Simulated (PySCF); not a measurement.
## Correlation energy of Cu²²⁺ (copper, charge +22)

[He] 2s2 2p3, high-spin 4S determinant. All numbers are calculated (PySCF 2.14, scalar relativity by spin-free X2C-1e, in an even-tempered Gaussian basis (19 s from 5.5 bohr⁻², ratio 2.2; 11 p from 7.2 bohr⁻², ratio 2.2; 6 d from 30 bohr⁻², ratio 2.4; 5 f from 45 bohr⁻², ratio 2.4; 4 g from 68 bohr⁻², ratio 2.4)). Frozen: nothing; 7 electrons correlated; the 12 highest virtual orbitals of each spin left out.

MP2 pair energies summed by pair of shells (mhartree):

| pair | energy | share (%) |
| --- | --- | --- |
| 2s-2p | -91.15 | 43.1 |
| 1s-1s | -41.30 | 19.5 |
| 2p-2p | -28.58 | 13.5 |
| 1s-2p | -25.58 | 12.1 |
| 2s-2s | -13.55 | 6.4 |
| 1s-2s | -11.13 | 5.3 |

Total MP2 correlation energy: -211.29 mhartree.

Same-spin part -48.52 and opposite-spin part -162.77 mhartree; SCS-MP2 scales them by 1/3 and 6/5 to -211.50 mhartree.
